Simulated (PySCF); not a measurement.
ClSi, SMILES Cl[Si] (connectivity only; charge and spin as stated), charge +1, multiplicity 1.

The structure is a stationary point at PBE-D3(BJ)/def2-TZVPD.

Two levels are set side by side: TDA-PBE/def2-TZVPD (PySCF) and ADC(2)/aug-cc-pVDZ (PySCF). Vertical, same geometry; the bases differ. Differences are taken from unrounded values.

```
quantity                        ADC(2)
------------------------------  ------
lowest singlet excitation (eV)    5.60
```

Problem. What does TDA-PBE give, and how far is it from ADC(2)? (An estimate is asked for; the answer gives what the named calculation found.)

Solution. 
```
quantity                        TDA-PBE  TDA-PBE minus ADC(2)
------------------------------  -------  --------------------
lowest singlet excitation (eV)     5.22                 -0.38
```

Functionals without exact exchange tend to place singlet excitations lower, as here. Differences between two approximate levels are no errors against the true value.

Rough cost on one machine, each run with all the roots and properties that it gave: ADC(2) against TDA-PBE about 2 times.
